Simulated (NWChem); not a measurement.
Species: BeF2; SMILES [F][Be][F]

Computed with NWChem. Structure relaxed at the PBE0-D3(BJ)/def2-TZVP level. Level B3LYP/def2-SVP: energy and gradient on several grids; changes count from the extra-fine grid, which is no exact limit either.

```json
[
 {"grid": "xcoarse", "size of the energy change (μHa)": "100", "largest change of a gradient component (μHa/bohr)": "300"},
 {"grid": "coarse", "size of the energy change (μHa)": "20", "largest change of a gradient component (μHa/bohr)": "60"},
 {"grid": "medium", "size of the energy change (μHa)": "< 10", "largest change of a gradient component (μHa/bohr)": "< 30"},
 {"grid": "fine", "size of the energy change (μHa)": "< 10", "largest change of a gradient component (μHa/bohr)": "< 30"},
 {"grid": "xfine", "size of the energy change (μHa)": "< 10", "largest change of a gradient component (μHa/bohr)": "< 30"}
]
```
